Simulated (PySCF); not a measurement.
Species: C6H8O2SSi.
SMILES with atom numbers: `[cH:1]1[cH:2][s:3][c:4]([SiH:5]2[O:6][CH2:7][CH2:8][O:9]2)[cH:10]1`

NICS is the negative of the GIAO shielding at a point without a nucleus: at the ring centre (0) and 1 Å above and below it (1); zz is the component along the ring normal. Level: GIAO B97-2/pcSseg-1 (PySCF, non-relativistic, gas phase) on the PBE0-D3(BJ)/def2-SVP geometry, one conformer.

Rings: 1. C1–C2–S3–C4–C10; 2. Si5–O6–C7–C8–O9.

| set | NICS(0) | NICS(1), two faces | NICS(1)zz, two faces |
| --- | --- | --- | --- |
| P | -6.9 | -2.5 / -2.2 | -5.1 / -3.9 |
| Q | -13.3 | -12.2 / -12.3 | -28.6 / -29.3 |

Question: Which set (ppm) belongs to which ring?

Answer: P = 2, Q = 1.
- 1 (5-membered ring with S; formal bonds all aromatic): mean NICS(1)zz -28.9 ppm, shielded, aromatic by this magnetic criterion (flat ring, no four-coordinate atom).
- 2 (5-membered ring with 2 O and Si; formal bonds all single): mean NICS(1)zz -4.5 ppm, shielded. Si5, C7, C8 have four or more neighbours, so the value isn't read as a sign of a π ring current.

Question: How do the rings differ in shape?

Answer: 
| ring | bond lengths (Å) | rms pucker (Å) | HOMA | nearest outside atom to a NICS(1) probe (Å) |
| --- | --- | --- | --- | --- |
| 1 | 1.373, 1.711, 1.726, 1.382, 1.419 | 0.00 | 0.87 | hydrogen 2.51 |
| 2 | 1.679, 1.414, 1.533, 1.416, 1.678 | 0.14 | – | hydrogen 1.50 |

HOMA = 1 − mean of α(R − Ropt)² over the ring bonds, with Krygowski's 1993 parameters (CC: Ropt 1.388 Å, α 257.7 Å⁻²; CS: Ropt 1.677 Å, α 94.09 Å⁻²). A dash marks a ring with a four-coordinate atom, a triple bond, no multiple bond or a kind of bond without parameters.

Time: 46 s wall; peak memory 1.2 GiB. Hardware: one thread, Arm Neoverse V1 (aarch64), shared host with 32 logical CPUs at a one-minute load of 14. This is the whole shielding run at B97-2/pcSseg-1, SCF included.
